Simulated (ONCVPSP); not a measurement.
# Before and after: ONCV potential for Te

```json
{
  "Element": "Te (Z = 52)",
  "Generator": "ONCVPSP 4.0.1",
  "Type": "optimised norm-conserving Vanderbilt (ONCV)",
  "Functional": "PBE",
  "Relativity": "scalar-relativistic",
  "Frozen core": "[Kr]",
  "Valence charge": "16",
  "Reference configuration": "4d10 5s2 5p3 (charge +1)",
  "Partial waves": "5s: rc 1.85 bohr, ncon 3, nbas 7, qcut 3.8 1/bohr, 1 projector; 5p: rc 2.00 bohr, ncon 4, nbas 7, qcut 3.7 1/bohr, 2 projectors, debl 0.7 Ha; 4d: rc 1.40 bohr, ncon 4, nbas 8, qcut 9.7 1/bohr, 1 projector",
  "Local potential": "polynomial inside 1.20 bohr (lpopt 5, dvloc0 0 Ha)",
  "Core correction": "Teter function, fcfact 4, rcfact 1.5"
}
```

All-electron outer shells of the reference configuration (PBE, scalar-relativistic, ld1.x):

```json
{"shell": "4s", "level (eV)": "-173.44", "outermost node (bohr)": "0.38", "outermost maximum (bohr)": "0.70"}
{"shell": "4p", "level (eV)": "-123.46", "outermost node (bohr)": "0.38", "outermost maximum (bohr)": "0.74"}
{"shell": "4d", "level (eV)": "-50.68", "outermost node (bohr)": "0.36", "outermost maximum (bohr)": "0.81"}
{"shell": "5s", "level (eV)": "-23.44", "outermost node (bohr)": "0.91", "outermost maximum (bohr)": "1.77"}
{"shell": "5p", "level (eV)": "-13.68", "outermost node (bohr)": "1.00", "outermost maximum (bohr)": "2.11"}
```

Change: all radii but the core radius scaled by about 1.06 (s 1.96, p 2.12, d 1.48 bohr); local potential polynomial inside 1.28 bohr (lpopt 5, dvloc0 0 Ha).

Cutoffs: the cutoffs (Ha) at which the residual kinetic energy of the hardest occupied pseudo-wave falls to 1 and 0.1 mHa per electron; they do not see the model core or the augmentation charge, which bear on the density cutoff. Errors are all-electron minus pseudo energies relative to the spin-unpolarised reference configuration.

Predict the effect on cutoff, ghosts and configuration errors.

The potential gets neither clearly harder nor softer (40 Ha and 45 Ha → 39 Ha and 43 Ha); both files keep a bound ghost (s); the lowest positive-energy flag moves from p at 15.0 eV to p at 35.7 eV; the number of tests with a reliable result goes from 3 to 4; of the 3 tests that both files solve, the error grows in 1 and shrinks in 0 by more than 15 % and 0.3 meV (median size 2.8 → 2.7 meV).

| quantity | base | changed |
| --- | --- | --- |
| cutoff, loose | 40 Ha | 39 Ha |
| cutoff, tight | 45 Ha | 43 Ha |
| loose cutoff by channel | s 7.7 Ha, p 7.6 Ha, d 40 Ha | s 7.3 Ha, p 7.6 Ha, d 39 Ha |
| bound ghosts | s | s |
| GHOST(+) flags under 300 eV | p at 15.0 eV | p at 35.7 eV |
| tests with a reliable result | 3 of 4 | 4 of 4 |
| error for 4d10 5s2 5p4, meV [ΔE -9.73 eV] | +2.8 | +2.7 |
| error for 4d10 5s2 5p2, meV [ΔE 17.93 eV] | -3.3 | -3.4 |
| error for 4d10 5s2 5p1, meV [ΔE 44.82 eV] | -1.0 | -2.0 |
| rms error of d²Exc/dni dnj with the model core, mHa | 0.54 | 0.56 |

 A true bound ghost makes a file unfit for plane-wave use even where its test errors are small: the radial tests pick states by their node count and pass the ghost by.
